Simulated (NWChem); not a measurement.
System: MgH₂SO; SMILES [OH][Mg][SH]

```xyz
5

Mg     0.0043    -0.5907    -0.1027
O     -0.1930    -2.3747    -0.1851
H     -0.0577    -3.0588     0.4775
S      0.2493     1.7023    -0.0899
H     -1.0313     1.9129     0.2983
```
Atoms are numbered in this order, from 1.

Coordinates come from a B3LYP/6-31G* (spherical d) optimisation.

 Unshifted, non-relativistic core excitations; the lowest 4 roots alone, so stronger bands may lie above.

Question: List the first O K-edge excitations from B3LYP/6-311G** (spherical d), restricted-window TDA (NWChem).

Answer: 
```json
[
 {"state": "S1", "energy (eV)": "515.9", "dipole oscillator strength": "0.0046", "leading excitation (squared amplitude)": "1s of atom 2 or its equivalents → LUMO (0.99)"},
 {"state": "S2", "energy (eV)": "517.3", "dipole oscillator strength": "0.0083", "leading excitation (squared amplitude)": "1s of atom 2 or its equivalents → LUMO+1 (0.99)"},
 {"state": "S3", "energy (eV)": "517.5", "dipole oscillator strength": "0.0056", "leading excitation (squared amplitude)": "1s of atom 2 or its equivalents → LUMO+2 (0.98)"},
 {"state": "S4", "energy (eV)": "518.3", "dipole oscillator strength": "0.0043", "leading excitation (squared amplitude)": "1s of atom 2 or its equivalents → LUMO+3 (0.86)"}
]
```
